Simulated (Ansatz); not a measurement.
# Two structures, one formula

The two ends of one reaction step of Zn₂SiN₂H₈O₃, singlet (PBE0-D4/def2-TZVP).

A:

```xyz
16
angstrom
Si -1.3919 0.6298 -0.9745
N -1.2647 0.1006 -2.6595
N -1.3674 1.1486 1.0586
H 0.4326 -0.6510 -1.2117
O 0.0466 -0.1889 -0.4605
Zn 0.2274 0.2087 1.5740
O 1.5369 -0.4046 2.6138
Zn 2.8923 -1.4183 2.1727
O 4.2170 -2.5336 1.7950
H -2.6723 -0.0628 -0.6435
H -1.2402 2.0956 -1.2137
H -1.9176 -0.5770 -3.0199
H -1.0276 0.7690 -3.3753
H -2.2072 0.8399 1.5359
H -1.3218 2.1530 1.1911
H 5.0578 -2.1089 1.6174
```

B:

```
16
angstrom
Si -1.3434 0.6306 -0.6619
N -1.3249 0.1096 -2.7852
N -1.2940 1.0402 1.1771
H -1.2517 -0.9006 -2.8257
O 0.0679 -0.1686 -0.6316
Zn 0.5211 -0.0091 1.2049
O 1.6617 -0.3521 2.5490
Zn 3.1025 -1.3385 2.5003
O 4.5250 -2.3957 2.6076
H -2.6476 -0.0978 -0.6469
H -1.4268 2.0366 -1.1597
H -2.1037 0.4113 -3.3597
H -0.4643 0.4878 -3.1641
H -2.0430 0.6492 1.7357
H -1.2383 2.0250 1.4072
H 5.2593 -2.1279 2.0530
```

Computed with Ansatz 0.2.0 (basis: def2-TZVPP); correlated methods freeze the cores. The 3s and 3p shells of Cu and Zn are frozen; filled d shells are correlated. B3LYP uses VWN-RPA correlation.

**Question.** Which structure is lower at CCSD(T), and by how much? (Judge from chemistry; the value comes from the calculation.)

**Answer.** Computed: B, by 34.5 kJ/mol (electronic energy, against the other). By their contacts, A is Zn₂SiN₂H₈O₃ ([NH2][SiH2]1[NH2][Zn]([O][Zn][OH])[OH]1) and B is Zn₂SiN₂H₈O₃ ([NH3][SiH2]12[NH2][Zn]1([O][Zn][OH])[O]2).

All methods give the same order:

```
      method  E(B) − E(A) (kJ/mol)
       SPW92                 -24.9
      PBE-D4                 -33.7
     BLYP-D4                 -34.0
   r2SCAN-D4                 -35.2
      B97M-V                 -34.2
     PBE0-D4                 -31.6
    B3LYP-D4                 -32.0
  r2SCAN0-D4                 -32.3
    BHLYP-D4                 -30.2
CAM-B3LYP-D4                 -29.8
     wB97X-V                 -32.7
     wB97M-V                 -30.8
      B2PLYP                 -35.2
    PBE-QIDH                 -33.3
  RPA on PBE                 -37.0
          HF                 -34.3
         MP2                 -34.6
        CCSD                 -33.0
     CCSD(T)                 -34.5
```

T1 diagnostic: at most 0.017.

Labels in which every atom is bracketed show which atoms are joined, not bond orders.

For scale, one of the runs: CCSD(T)/def2-TZVPP, 437 basis functions, launched by `ansatz run in.yaml --threads 5 --pin off --events-out ev --progress --plain --max-ram 66560MiB --backend cuda --devices 0, --max-vram 37GiB`. The run took 41 s on 5 CPU threads of an AMD EPYC 7R13 and a share of one NVIDIA H100 (shared host), with 1.1 GiB of host memory at its peak.
